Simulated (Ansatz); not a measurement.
AlH₂Br, relaxed as a singlet with RKS B3LYP-D4/def2-TZVP in Ansatz, starting from the GFN2-xTB geometry. Force threshold 0.02 eV/Å.

Start:

```xyz
4

Al    0.160    0.017    0.047
H     1.298   -0.525   -0.827
H     0.523    0.744    1.348
Br   -1.980   -0.236   -0.567
```

```
step  energy (eV)  largest force component (eV/Å)  SCF passes
   1  -76678.9461                           0.573          22
   2  -76678.9861                           0.095          28
   3  -76678.9871                           0.021          28
   4  -76678.9872                           0.002          29
```

Force components are those of the run's own axes.

End:

Cartesian coordinates in Å:
```
Al 0.194 0.023 0.056
H 1.297 -0.564 -0.894
H 0.480 0.776 1.402
Br -1.972 -0.235 -0.564
```

By distances, no bond broke or formed. The bond that changes most is Al1–H2, from 1.53 to 1.57 Å (atoms count from 1).

No frequencies were taken in this run, so the end may be a saddle point.

Hardware: 4 threads of Arm Neoverse V2 on a shared host. Wall time 3.2 s.
